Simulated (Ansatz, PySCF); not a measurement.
Breaking the Zn1–Br3 bond in BrHZn (SMILES [ZnH][Br]) (multiplicity 1 held, fragments rigid). Energies count from the point at 2.258 Å.
Geometry at that point (charge 0, multiplicity 1):
```xyz
3

Zn     0.000     0.000    -1.174
H      0.000     0.000    -2.698
Br     0.000     0.000     1.084
```

Restricted levels (R-, RO-) in cc, def2 and unpolarised 6-31G sets keep to the state of the molecule at rest. Unrestricted levels (U-) break spin symmetry where that is lower. Levels need not reach the same state.

Cores are frozen in the correlated methods. Filled d and f shells under p-block atoms count as core. Rows in 3-21G carry no dispersion term and start afresh at each structure; the Pople sets are all-electron and without relativity.

Run with Ansatz (Gaussian orbitals); PySCF for 3-21G rows. 

Task: One of these levels gives 3.929 eV for the energy at R = 7.225 Å. Which one is it?
A) R-HF/3-21G
B) U-PBE/def2-TZVPP
C) R-MP2/def2-TZVPP
D) U-HF/def2-TZVPP

Result: B, U-PBE/def2-TZVPP. The others give 6.099 (R-HF/3-21G), 3.320 (U-HF/def2-TZVPP), 5.588 (R-MP2/def2-TZVPP)

Doubts at one or more of the structures used: a restricted determinant that unrestricted orbitals would lower (R-HF/3-21G, R-MP2/def2-TZVPP); a spin-contaminated determinant (U-HF/def2-TZVPP, U-PBE/def2-TZVPP).

Ansatz is an electronic-structure program.
